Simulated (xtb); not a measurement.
Cl₂Sb, doublet, at a GFN2-xTB geometry (the spin is typed, not shown lowest); GFN2-xTB with ALPB(ch2cl2) (xtb).

Here is a job for xtb.
```
$ xtb mol.xyz --gfn 2 --uhf 1 --alpb ch2cl2 --json

# file mol.xyz
3

Sb     0.40500205    -0.02305416     0.49689672
Cl     0.72554758     0.35536175    -1.81698212
Cl    -1.94055374    -0.28619928     0.32629196
```

The log (banner, timings and long lists left out):

```
   ID    Z sym.   atoms
    1   51 Sb     1
    2   17 Cl     2, 3

           -------------------------------------------------
          |                Calculation Setup                |
           -------------------------------------------------

           -------------------------------------------------
          |                 G F N 2 - x T B                 |
           -------------------------------------------------

      * Solvation model:               ALPB
        Solvent                        ch2cl2
        Parameter file                 internal GFN2-xTB/ALPB
        Dielectric constant                8.9300E+00
        Reference state                gsolv [1 M gas/solution]
        Free energy shift                  4.1487E-03 Eh       2.6033E+00 kcal/mol
        Temperature                        2.9815E+02 K
        Density                            1.3300E+00 kg/L
        Solvent mass                       8.4930E+01 g/mol
        Interaction kernel             P16
        Born radius scaling (c1)           1.5691E+00
        Born radii integrator          GBOBC
        Born offset                        0.0000E+00 a0       0.0000E+00 AA
        H-bond correction              false
        Ion screening                  false
        Surface tension                    1.0000E-05 Eh       1.5569E+01 dyn/cm
        Grid points                               230 per atom

          ...................................................
          :                      SETUP                      :
          :.................................................:
          :  # basis functions                  30          :
          :  # atomic orbitals                  27          :
          :  # shells                            9          :
          :  # electrons                        19          :
          :  max. iterations                   250          :
          :  Hamiltonian                  GFN2-xTB          :
          :  restarted?                      false          :
          :  GBSA solvation                   true          :
          :  PC potential                    false          :
          :  electronic temp.          300.0000000     K    :
          :  accuracy                    1.0000000          :
          :  -> integral cutoff          0.2500000E+02      :
          :  -> integral neglect         0.1000000E-07      :
          :  -> SCF convergence          0.1000000E-05 Eh   :
          :  -> wf. convergence          0.1000000E-03 e    :
          :  Broyden damping             0.4000000          :
          :  net charge                          0          :
          :  unpaired electrons                  1          :
          ...................................................

 iter      E             dE          RMSdq      gap      omega  full diag
   1    -11.4088630 -0.114089E+02  0.643E+00    2.18       0.0  T
   2    -11.4150062 -0.614322E-02  0.567E+00    2.28       1.0  T
   3    -11.4153411 -0.334898E-03  0.322E+00    2.26       1.0  T
   4    -11.4153223  0.188206E-04  0.540E-01    2.29       1.0  T
   5    -11.4151789  0.143416E-03  0.732E-01    2.26       1.0  T
   6    -11.4154593 -0.280414E-03  0.251E-01    2.27       1.0  T
   7    -11.4154930 -0.336960E-04  0.854E-02    2.28       1.0  T
   8    -11.4154974 -0.437965E-05  0.328E-02    2.28       1.8  T
   9    -11.4154982 -0.784369E-06  0.367E-03    2.28      15.7  T
  10    -11.4154982 -0.910562E-08  0.157E-03    2.28      36.8  T
  11    -11.4154982 -0.157459E-08  0.104E-03    2.28      55.4  T
  12    -11.4154982 -0.641540E-09  0.323E-04    2.28     178.7  T
  13    -11.4154982 -0.780567E-10  0.312E-06    2.28   18513.6  T

   *** convergence criteria satisfied after 13 iterations ***

         :::::::::::::::::::::::::::::::::::::::::::::::::::::
         ::                     SUMMARY                     ::
         :::::::::::::::::::::::::::::::::::::::::::::::::::::
         :: total energy             -11.413450922225 Eh    ::
         :: total w/o Gsasa/hb       -11.407497724450 Eh    ::
         :: gradient norm              0.005170906633 Eh/a0 ::
         :: HOMO-LUMO gap              2.280512899378 eV    ::
         ::.................................................::
         :: SCC energy               -11.415498091628 Eh    ::
         :: -> isotropic ES            0.027537297678 Eh    ::
         :: -> anisotropic ES          0.001075164520 Eh    ::
         :: -> anisotropic XC         -0.000250840922 Eh    ::
         :: -> dispersion             -0.002643800981 Eh    ::
         :: -> Gsolv                  -0.008654241371 Eh    ::
         ::    -> Gelec               -0.002701043597 Eh    ::
         ::    -> Gsasa               -0.010101895135 Eh    ::
         ::    -> Ghb                  0.000000000000 Eh    ::
         ::    -> Gshift               0.004148697361 Eh    ::
         :: repulsion energy           0.002047169404 Eh    ::
         :: add. restraining           0.000000000000 Eh    ::
         :: total charge               0.000000000000 e     ::
         :::::::::::::::::::::::::::::::::::::::::::::::::::::

           -------------------------------------------------
          |                Property Printout                |
           -------------------------------------------------

    * Orbital Energies and Occupations

         #    Occupation            Energy/Eh            Energy/eV
      -------------------------------------------------------------
         1        2.0000           -1.0667821             -29.0286
         2        2.0000           -1.0649524             -28.9788
         3        2.0000           -0.8408488             -22.8807
         4        2.0000           -0.4793922             -13.0449
         5        2.0000           -0.4625113             -12.5856
         6        2.0000           -0.4542885             -12.3618
         7        2.0000           -0.4456933             -12.1279
         8        2.0000           -0.4407016             -11.9921
         9        2.0000           -0.4392101             -11.9515
        10        1.0000           -0.3470401              -9.4434 (HOMO)
        11                         -0.2632327              -7.1629 (LUMO)
        12                         -0.2396058              -6.5200
        13                         -0.0110235              -0.3000
        14                         -0.0008233              -0.0224
        15                          0.0108479               0.2952
        16                          0.0108851               0.2962
        17                          0.0114299               0.3110
        18                          0.0125688               0.3420
        19                          0.0125727               0.3421
        20                          0.0127162               0.3460
        21                          0.0127199               0.3461
       ...                                ...                  ...
        27                          0.7005711              19.0635
      -------------------------------------------------------------
                  HL-Gap            0.0838073 Eh            2.2805 eV
             Fermi-level           -0.3491307 Eh           -9.5003 eV

     #   Z          covCN         q      C6AA      α(0)
     1  51 Sb       1.632     0.422   391.956    38.820
     2  17 Cl       0.816    -0.211   105.703    15.728
     3  17 Cl       0.816    -0.211   105.703    15.728

 Mol. C6AA /au·bohr⁶  :       1610.144591
 Mol. C8AA /au·bohr⁸  :     112925.098196
 Mol. α(0) /au        :         70.276321

Wiberg/Mayer (AO) data.
largest (>0.10) Wiberg bond orders for each atom

 ---------------------------------------------------------------------------
     #   Z sym  total        # sym  WBO       # sym  WBO       # sym  WBO
 ---------------------------------------------------------------------------
     1  51 Sb   2.429 --     3 Cl   1.215     2 Cl   1.215
     2  17 Cl   1.255 --     1 Sb   1.215
     3  17 Cl   1.255 --     1 Sb   1.215
 ---------------------------------------------------------------------------

Topologies differ in total number of bonds
Writing topology from bond orders to xtbtopo.mol

molecular dipole:
                 x           y           z       tot (Debye)
 q only:        0.807      -0.046       0.990
   full:        0.815      -0.046       0.999       3.279
molecular quadrupole (traceless):
                xx          xy          yy          xz          yz          zz
 q only:       -1.809      -0.939       2.433       2.658       0.809      -0.624
  q+dip:       -1.850      -1.057       2.074       3.710       0.829      -0.224
   full:       -2.023      -1.098       2.514       3.467       0.905      -0.491

           -------------------------------------------------
          | TOTAL ENERGY              -11.413450922225 Eh   |
          | GRADIENT NORM               0.005170906633 Eh/α |
          | HOMO-LUMO GAP               2.280512899378 eV   |
           -------------------------------------------------

normal termination of xtb
```
